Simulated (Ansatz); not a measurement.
Gas-phase electronic energies from Ansatz, PBE0-D4/def2-TZVP geometries. CBS: MP2 limit from def2 TZ/QZ plus the TZ coupled-cluster correction, frozen cores. This one scheme is used for every species. Functionals use def2-TZVPP. No spin–orbit coupling; open shells (•) take unrestricted orbitals. One conformer a species, not always the lowest.

Reaction (homolysis of the B–C bond): `NB(O)CF` → `N[B]O`• + `[CH2]F`•

| level | ΔE (eV) | difference from CCSD(T)/CBS |
| --- | --- | --- |
| PBE-D4 | 4.39 | -0.22 |
| r2SCAN-D4 | 4.23 | -0.38 |
| PBE0-D4 | 4.42 | -0.19 |
| ωB97X-V | 4.61 | 0.00 |
| ωB97M-V | 4.66 | 0.05 |
| PBE | 4.32 | -0.29 |
| MP2/def2-TZVPP | 4.62 | 0.01 |
| CCSD(T)/def2-TZVPP | 4.53 | -0.08 |
| MP2/CBS(def2) | 4.71 | 0.10 |
| CCSD/CBS(def2) | 4.54 | -0.07 |
| CCSD(T)/CBS | 4.61 | 0 |

Largest T1 diagnostic among the species: 0.015.

In def2-TZVPP, CCSD(T) changes the Hartree–Fock value by +1.11 eV (the triples alone add +0.07 eV) and MP2 by +1.20 eV; breaking electron pairs costs correlation energy, which Hartree–Fock lacks. The D4 term adds +0.10 eV with B3LYP and +0.06 eV with PBE0; it sums over pairs of atoms, weighted by their polarisabilities, and B3LYP, whose exchange is more repulsive, gets the larger term. From PBE to PBE0 (25 % exact exchange), in def2-TZVPP and without D4, ΔE moves by +0.04 eV.

B3LYP here is the variant with VWN-RPA as its local correlation; programs differ in this.
